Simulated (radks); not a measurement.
Trend from K+ to Kr+: ionisation energy by Delta-SCF between NIST ground configurations, and size. All-electron calculation, Dirac Kohn-Sham, LDA (Slater exchange, Perdew-Wang correlation), spin-unpolarised, spherical densities, point nucleus; open shells fill j = l - 1/2 first. Program: a radial shooting solver on a logarithmic mesh with Libxc functionals.

K+: configuration [Ar]; configuration of the ion [Ne] 3s2 3p5; IE (eV) 31.908; NIST (eV) 31.625; kind exp.; -e(HOMO) (eV) 24.879 (3p3/2); outermost 3p3/2; <r> outermost (bohr) 1.43
Ca+: configuration [Ar] 4s1; configuration of the ion [Ar]; IE (eV) 11.946; NIST (eV) 11.872; kind exp.; -e(HOMO) (eV) 9.169 (4s1/2); outermost 4s1/2; <r> outermost (bohr) 3.56
Sc+: configuration [Ar] 3d1 4s1; configuration of the ion [Ar] 3d1; IE (eV) 12.953; NIST (eV) 12.800; kind exp.; -e(HOMO) (eV) 9.951 (4s1/2); outermost 4s1/2; <r> outermost (bohr) 3.33
Ti+: configuration [Ar] 3d2 4s1; configuration of the ion [Ar] 3d2; IE (eV) 13.789; NIST (eV) 13.576; kind exp.; -e(HOMO) (eV) 10.590 (4s1/2); outermost 4s1/2; <r> outermost (bohr) 3.16
V+: configuration [Ar] 3d4; configuration of the ion [Ar] 3d3; IE (eV) 15.119; NIST (eV) 14.63; kind exp.; -e(HOMO) (eV) 9.264 (3d3/2); outermost 3d3/2; <r> outermost (bohr) 1.55
Cr+: configuration [Ar] 3d5; configuration of the ion [Ar] 3d4; IE (eV) 16.275; NIST (eV) 16.486; kind exp.; -e(HOMO) (eV) 10.100 (3d5/2); outermost 3d5/2; <r> outermost (bohr) 1.42
Mn+: configuration [Ar] 3d5 4s1; configuration of the ion [Ar] 3d5; IE (eV) 15.863; NIST (eV) 15.640; kind exp.; -e(HOMO) (eV) 12.157 (4s1/2); outermost 4s1/2; <r> outermost (bohr) 2.78
Fe+: configuration [Ar] 3d6 4s1; configuration of the ion [Ar] 3d6; IE (eV) 16.480; NIST (eV) 16.199; kind exp.; -e(HOMO) (eV) 12.621 (4s1/2); outermost 4s1/2; <r> outermost (bohr) 2.69
Co+: configuration [Ar] 3d8; configuration of the ion [Ar] 3d7; IE (eV) 19.580; NIST (eV) 17.084; kind exp.; -e(HOMO) (eV) 12.479 (3d5/2); outermost 3d5/2; <r> outermost (bohr) 1.14
Ni+: configuration [Ar] 3d9; configuration of the ion [Ar] 3d8; IE (eV) 20.592; NIST (eV) 18.169; kind exp.; -e(HOMO) (eV) 13.202 (3d5/2); outermost 3d5/2; <r> outermost (bohr) 1.08
Cu+: configuration [Ar] 3d10; configuration of the ion [Ar] 3d9; IE (eV) 21.569; NIST (eV) 20.292; kind exp.; -e(HOMO) (eV) 13.898 (3d5/2); outermost 3d5/2; <r> outermost (bohr) 1.02
Zn+: configuration [Ar] 3d10 4s1; configuration of the ion [Ar] 3d10; IE (eV) 18.763; NIST (eV) 17.964; kind exp.; -e(HOMO) (eV) 14.340 (4s1/2); outermost 4s1/2; <r> outermost (bohr) 2.38
Ga+: configuration [Ar] 3d10 4s2; configuration of the ion [Ar] 3d10 4s1; IE (eV) 21.498; NIST (eV) 20.515; kind exp.; -e(HOMO) (eV) 16.652 (4s1/2); outermost 4s1/2; <r> outermost (bohr) 2.20
Ge+: configuration [Ar] 3d10 4s2 4p1; configuration of the ion [Ar] 3d10 4s2; IE (eV) 15.882; NIST (eV) 15.935; kind exp.; -e(HOMO) (eV) 11.597 (4p1/2); outermost 4p1/2; <r> outermost (bohr) 2.51
As+: configuration [Ar] 3d10 4s2 4p2; configuration of the ion [Ar] 3d10 4s2 4p1; IE (eV) 18.345; NIST (eV) 18.589; kind exp.; -e(HOMO) (eV) 13.682 (4p1/2); outermost 4p1/2; <r> outermost (bohr) 2.28
Se+: configuration [Ar] 3d10 4s2 4p3; configuration of the ion [Ar] 3d10 4s2 4p2; IE (eV) 20.310; NIST (eV) 21.20; kind exp.; -e(HOMO) (eV) 15.364 (4p3/2); outermost 4p3/2; <r> outermost (bohr) 2.13
Br+: configuration [Ar] 3d10 4s2 4p4; configuration of the ion [Ar] 3d10 4s2 4p3; IE (eV) 22.673; NIST (eV) 21.591; kind exp.; -e(HOMO) (eV) 17.389 (4p3/2); outermost 4p3/2; <r> outermost (bohr) 1.97
Kr+: configuration [Ar] 3d10 4s2 4p5; configuration of the ion [Ar] 3d10 4s2 4p4; IE (eV) 25.042; NIST (eV) 24.360; kind exp.; -e(HOMO) (eV) 19.430 (4p3/2); outermost 4p3/2; <r> outermost (bohr) 1.84

Reference values: NIST Atomic Spectra Database (exp. = measured, semi-emp. = semi-empirical, theory = theoretical value adopted there). Spin polarisation and multiplet splitting are left out, so open shells lie too high by an amount that depends on their filling.

Beside tabulated values, note that spin-unpolarised runs miss the spin-polarisation part of the exchange energy of open shells.
